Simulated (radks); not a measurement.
The numbers below are computed, except where a source is named.
Species: Yb6+. Configuration: [Kr] 4d10 4f12 5s2 5p4.

Level of theory: Dirac Kohn-Sham, PBE, spin-unpolarised, spherical densities, point nucleus; open shells fill j = l - 1/2 first (a radial shooting solver on a logarithmic mesh with Libxc functionals).

Energy parts (eV):
part                      energy
total                 -382761.69
kinetic                425376.48
electron-nucleus      -944824.82
Hartree                144616.59
exchange-correlation    -7929.94

Orbitals (lengths in bohr, moments of r in powers of bohr; <r^-3> diverges for s and p1/2):
orbital,occ.,eigenvalue (eV),<r^-3>,<r^4>,small-component weight
1s1/2,2,-61261.27,-,7.553e-07,6.90e-02
2s1/2,2,-10449.81,-,0.0001156,1.55e-02
2p1/2,2,-9970.300,-,0.00007039,1.55e-02
2p3/2,4,-8923.206,13470,0.00009811,1.42e-02
3s1/2,2,-2427.650,-,0.004342,5.03e-03
3p1/2,2,-2216.315,-,0.003875,4.97e-03
3p3/2,4,-1994.081,2975,0.004960,4.58e-03
3d3/2,4,-1634.900,509.3,0.003444,4.47e-03
3d5/2,6,-1586.359,441.3,0.003715,4.36e-03
4s1/2,2,-551.8608,-,0.1045,1.63e-03
4p1/2,2,-466.3082,-,0.1161,1.55e-03
4p3/2,4,-415.7527,677.3,0.1488,1.40e-03
4d3/2,4,-275.0362,100.2,0.1995,1.22e-03
4d5/2,6,-265.7737,85.25,0.2159,1.18e-03
5s1/2,2,-136.9454,-,2.994,3.76e-04
5p1/2,2,-111.3488,-,4.275,3.19e-04
5p3/2,2,-103.3088,107.9,5.403,2.87e-04
4f5/2,6,-93.3263,14.32,0.7384,7.90e-04
4f7/2,6,-91.8204,13.73,0.7799,7.75e-04

The highest occupied level is 4f7/2 at -91.820 eV. For comparison, the ionisation energy in NIST's Atomic Spectra Database is 117 eV (theoretical). In exact Kohn-Sham theory the highest level is minus the ionisation energy, but local and semilocal functionals leave it too shallow, through self-interaction and a potential that decays too fast; potentials with the right tail come closer. The density falls to 0.001 e/bohr^3 at r = 2.69 bohr. Summed over all electrons, <r^2> = 24.01 bohr^2, which gives a Langevin (diamagnetic) susceptibility term of -19 x 10^-6 cm^3/mol.

Beside tabulated values, note that spin-unpolarised runs miss the spin-polarisation part of the exchange energy of open shells.
